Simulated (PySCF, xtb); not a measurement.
(2S)-2-methylthietane (C4H8S), SMILES C[C@H]1CCS1.

Harmonic wavenumbers (cm⁻¹) from xtb 6.7.1 with GFN2-xTB at its own minimum, in rising order: 66, 207, 279, 391, 531, 678, 751, 811, 916, 932, 1006, 1023, 1048, 1124, 1148, 1174, 1197, 1205, 1264, 1311, 1404, 1452, 1479, 1480, 1493, 2950, 2986, 2998, 3004, 3013, 3015, 3036, 3041.

**Question.** What does PBE-D3(BJ)/def2-SVP in PySCF give at its own minimum? (An estimate is asked for; the answer gives what the named calculation found.)

**Answer.** 117, 236, 279, 396, 502, 620, 691, 791, 877, 890, 966, 971, 993, 1096, 1116, 1148, 1193, 1200, 1247, 1309, 1342, 1399, 1405, 1416, 1422, 2960, 2979, 2979, 2990, 3039, 3048, 3062, 3066. Paired by order, the mean absolute difference is 33 cm⁻¹ and the zero-point energies are 69.2 and 68.3 kcal/mol.
